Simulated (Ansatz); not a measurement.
```yaml
crystal:
  periodic: [false, false, false]
  atoms:
    - {symbol: N, position_ang: [-1.034198, 1.679747, 0.366830]}
    - {symbol: Y, position_ang: [-0.173032, -0.272211, 0.057452]}
    - {symbol: N, position_ang: [1.862161, -0.374827, -0.645812]}
    - {symbol: O, position_ang: [-1.241837, -1.957472, 0.417102]}
    - {symbol: H, position_ang: [-1.968848, 1.897637, 0.691304]}
    - {symbol: H, position_ang: [-0.577758, 2.572216, 0.215066]}
    - {symbol: H, position_ang: [2.470946, 0.409549, -0.850636]}
    - {symbol: H, position_ang: [2.407292, -1.206869, -0.837876]}
    - {symbol: H, position_ang: [-1.744735, -2.747768, 0.586568]}
basis:
  gaussian: {orbitals: def2-mTZVP}
magnetization: {spin_polarized: true, initial_magnetization: 0}
hamiltonian: {xc: {name: B97M-V}}
scf: {lower_state_search: light}
smearing: {width: 0.1}
```

```sh
$ ansatz run in.yaml --threads 4 --pin off --events-out ev --progress --plain --max-ram 10444MiB
```

Output, abridged:

```
Error: YAML parse error: error: line 18 column 1: unknown field `smearing`, expected one of crystal, accuracy, basis, kpoints, hamiltonian, magnetization, projection, total_charge, correlation, batch, efield, external_charges, scf, relax, neb, saddle, md, ramp, phonons, dielectric, real_time, elastic, magnetic_configurations, gw, evaluate, workflow, output, checkpoint, execution
16 | hamiltonian: {xc: {name: B97M-V}}
17 | scf: {lower_state_search: light}
18 | smearing: {width: 0.1}
```

(1) What is wrong with this run?

Results:

(1) The input holds a key that doesn't belong there. The program refused the input.
